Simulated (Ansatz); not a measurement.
The same path of a periodic cell of 17 atoms, Si (host Si, host structure diamond, interstitial Si) was run twice with different band settings. Lost on the way: Si6–Si17. Made: Si15–Si17.

The calculation used DFT PBE, scalar-relativistic, plane waves, PAW (Ansatz 0.2.0). Settings: PAW set soft_1, cutoff 420 eV, k mesh 2x2x2, fermi-dirac smearing 0.02 eV, no spin polarisation.

Relaxed end points:

```xyz
17
Lattice="0.0000 5.4300 5.4300 5.4300 0.0000 5.4300 5.4300 5.4300 0.0000" Properties=species:S:1:pos:R:3
Si 0.008 0.004 0.009
Si 1.342 1.340 1.343
Si 2.719 2.717 -0.031
Si 4.101 4.097 1.337
Si 2.720 -0.033 2.720
Si 4.101 1.333 4.102
Si 5.468 2.714 2.718
Si 6.787 4.076 4.080
Si -0.031 2.717 2.720
Si 1.336 4.097 4.101
Si 2.717 5.463 2.718
Si 4.078 6.784 4.079
Si 2.718 2.714 5.469
Si 4.080 4.076 6.787
Si 5.431 5.429 5.431
Si 6.785 6.781 6.785
Si 2.724 2.719 2.725
```

```xyz
17
Lattice="0.0000 5.4300 5.4300 5.4300 0.0000 5.4300 5.4300 5.4300 0.0000" Properties=species:S:1:pos:R:3
Si -0.004 0.005 -0.010
Si 1.355 1.326 1.355
Si 2.734 2.697 -0.025
Si 4.105 4.075 1.355
Si 2.722 0.006 2.713
Si 4.073 1.358 4.067
Si 5.424 2.709 2.713
Si 6.788 4.073 4.031
Si -0.027 2.688 2.740
Si 1.358 4.072 4.101
Si 2.742 5.457 2.738
Si 4.072 6.787 4.080
Si 2.720 2.711 5.420
Si 4.041 4.070 6.785
Si 5.412 5.449 5.404
Si 6.790 6.820 6.785
Si 1.357 4.072 1.364
```

Common settings: climbing image yes; end points relaxed.

| run | movable images | spring | optimiser | start path | force threshold | iteration limit |
| --- | --- | --- | --- | --- | --- | --- |
| 1 | 5 | 5.0 eV/Å² | quadratic models (default) | straight line | 0.03 eV/Å | 45 |
| 2 | 3 | 100.0 eV/Å² | fire | default | 0.05 eV/Å | 50 |

What does each run give, and how far can it be trusted?

Run 1: converged after 7 iterations, highest image 0.308 eV above the first end. By the program's own check the climbing image is a first-order saddle point (lowest curvatures found: -0.23 and 0.55 eV/Å²).
Run 2: converged after 42 iterations, highest image 0.329 eV above the first end. The order of the stationary point at the top wasn't checked.
Limits of this set-up: coarse k mesh.
